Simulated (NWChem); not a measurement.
Molecule: NbO, quartet; SMILES [Nb]=[O]

Results from NWChem. Spin-unrestricted. No stability test was run on the SCF state. The level has its own optimisation; frequencies are unscaled.

Q: Predict the results for UHF/STO-3G (all-electron, non-relativistic). Quantities: r Nb–O (Å); highest harmonic frequency (cm⁻¹); zero-point energy (kcal/mol).

A: 
```
Property                           Result
---------------------------------  ------
r Nb–O (Å)                          1.641
highest harmonic frequency (cm⁻¹)    1193
zero-point energy (kcal/mol)          1.7
```
